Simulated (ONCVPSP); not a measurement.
u(r) = r·R(r): atom against pseudo-atom (Ca (Z = 20))

Columns: radius, all-electron u(r) and pseudo u(r) of the 3p shell (level -28.04 eV) of calcium in the configuration [Ne] 3s2 3p6 4s2; LDA (Perdew-Wang 92), non-relativistic, ONCV scheme, ONCVPSP 4.0.1.

```tsv
r (bohr)	all-electron	pseudo
0.103	-0.3306	0.0261
0.205	-0.4776	0.0999
0.308	-0.3215	0.2134
0.410	-0.0330	0.3505
0.513	0.2720	0.4978
0.615	0.5293	0.6369
0.718	0.7236	0.7576
0.820	0.8507	0.8485
0.923	0.9221	0.9074
1.025	0.9478	0.9331
1.128	0.9398	0.9298
1.230	0.9082	0.9030
1.332	0.8611	0.8592
1.435	0.8040	0.8037
1.538	0.7420	0.7422
1.640	0.6791	0.6793
1.743	0.6163	0.6164
1.845	0.5565	0.5565
1.948	0.4995	0.4995
2.050	0.4469	0.4469
2.153	0.3980	0.3980
2.255	0.3538	0.3538
2.358	0.3134	0.3134
2.460	0.2773	0.2773
2.562	0.2449	0.2449
2.665	0.2157	0.2157
```

**Question.** How many radial nodes do the two functions have?

**Answer.** The all-electron 3p function has n − l − 1 = 1; the pseudo-wave has 0, since the states of the same l below it are removed with the core.

**Question.** Where does each function peak?

**Answer.** Outermost all-electron maximum near 1.02 bohr, pseudo maximum near 1.02 bohr (to the table’s step).

**Question.** Is the pseudo-wave norm-conserving?

**Answer.** Yes: the ONCV scheme keeps the norm inside the radius equal to the all-electron one, which fixes the energy derivative of the logarithmic derivative at the level.
